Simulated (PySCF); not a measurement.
C6H5F, SMILES F/C=C\C(=C)C#C. Heavy atoms are numbered as in [CH:1]#[C:2][C:3](=[CH2:4])/[CH:5]=[CH:6]\[F:7]. Hydrogens are named by the atom that carries them.

Geometry: PBE0-D3(BJ)/def2-SVP. The structure was generated by enumeration; whether it is a known compound was not checked. Other conformers were not sampled.

Computed with HF/def2-TZVP run with PySCF.

ESP charges are fitted to the potential on shells at 1.4 to 2.0 van der Waals radii. Atomic charges (e), one atom of each kind:

```csv
atom,Mulliken,ESP fit,IAO,Löwdin
C1 (CH),-0.07,-0.51,-0.23,-0.08
C2,0.12,0.02,-0.03,-0.06
C3,-0.16,0.48,0.01,-0.19
C4 (CH2),-0.29,-0.70,-0.26,-0.11
C5 (CH),-0.26,-0.47,-0.20,-0.15
C6 (CH),0.15,0.11,0.22,-0.23
F7,-0.25,-0.14,-0.31,0.15
H on C1,0.21,0.35,0.20,0.13
H on C4,0.15,0.26,0.16,0.13
H on C5,0.13,0.19,0.15,0.16
H on C6,0.13,0.14,0.15,0.13
```

Computed Mayer and Wiberg (Löwdin basis) orders of the bonds:
| bond | Mayer | Wiberg |
|---|---|---|
| C1–C2 | 2.84 | 2.92 |
| C2–C3 | 1.03 | 1.21 |
| C3–C4 | 1.89 | 1.92 |
| C3–C5 | 1.05 | 1.19 |
| C5–C6 | 1.92 | 2.04 |
| C6–F7 | 0.97 | 1.74 |
